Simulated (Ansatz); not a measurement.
CH, doublet (typed; the unrestricted solution is spin-contaminated), at a GFN2-xTB geometry; MP2/6-311G** in Ansatz (an electronic-structure program).

The Ansatz input:
Ansatz 0.2 input:
```yaml
crystal:
  periodic: [false, false, false]
  atoms:
    - {symbol: C, position_ang: [-0.00000000, -0.00000000, -0.15909141]}
    - {symbol: H, position_ang: [0.00000000, 0.00000000, 0.95454846]}
basis:
  gaussian:
    orbitals: 6-311G__.json
magnetization: {spin_polarized: true, initial_magnetization: 1}
correlation: {method: mp2}
```
The basis file holds 6-311G** in the JSON format of the Basis Set Exchange.

Q: Write the output that Ansatz gives for this input, abridged.

A: 
```
Functional definition: HF
195 factors; integrals over basis functions are off by at most 1.4e-3 eV
mean field evaluation 1: about -1041.1607 eV, gradient 7.0e0 eV
mean field evaluation 2: about -1041.1606 eV, gradient 7.0e0 eV
mean field evaluation 4: about -1041.5713 eV, gradient 5.3e-1 eV
mean field evaluation 8: about -1041.5745 eV, gradient 9.5e-4 eV
mean field evaluation 16: about -1041.6581 eV, gradient 1.4e-1 eV
mean field evaluation 32: about -1041.5745 eV, gradient 2.8e-6 eV
mean field -1041.66031639 eV, -38.2803105644 hartree, gradient 8.0e-6 eV, S^2 1.085493; 5 other end points of the search recorded, 0 dependent functions left out
1 core orbitals not correlated
reference -1041.66031639 eV, -38.2803105644 hartree; 3, 2 occupied and 20, 21 virtual orbitals, 195 factors
second order -2.12742403 eV of doubles, -0.00000000 eV of singles
Total energy: -1043.78774042 eV, -38.3584919557 hartree
```
